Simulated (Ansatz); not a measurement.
A series at Ta: from `[OH][Ta]([OH])([Cl])([Cl])[Cl]`, ligands are replaced one by one, each step taking up H₂O and setting free HCl; n counts the steps. Ansatz, PBE0-D4/def2-TZVP geometries. Each molecule was computed in one conformer, which needn't be the lowest.

| n | molecule | HOMO energy, ωB97M-V/def2-TZVPP (eV) |
| --- | --- | --- |
| 0 | `[OH][Ta]([OH])([Cl])([Cl])[Cl]` | -10.81 |
| 1 | `[OH][Ta]([OH])([OH])([Cl])[Cl]` | -10.77 |
| 2 | `[OH][Ta]([OH])([OH])([OH])[Cl]` | -10.70 |
| 3 | `[OH][Ta]([OH])([OH])([OH])[OH]` | ? |

Task: By hand: fit a straight line y = ȳ + b (n − n̄) to the 3 given rows and predict n = 3.

Result: n̄ = 1.000, ȳ = -10.760; Σ(n − n̄)(y − ȳ) = 0.110, Σ(n − n̄)² = 2.000, so b = 0.055 eV a step. Prediction: -10.760 + (0.055) × (2.000) = -10.65 eV.

Task: By hand: compare with the computed value, -11.09 eV, and give the steps along the whole series.

Result: The line misses by -0.44 eV (computed minus predicted). Steps: 0.04, 0.07, -0.39 eV.

The steps change sign along the series, so a line is a poor guide. The highest orbital can change its character along such a series. The miss is 112.8 % of the series' range.
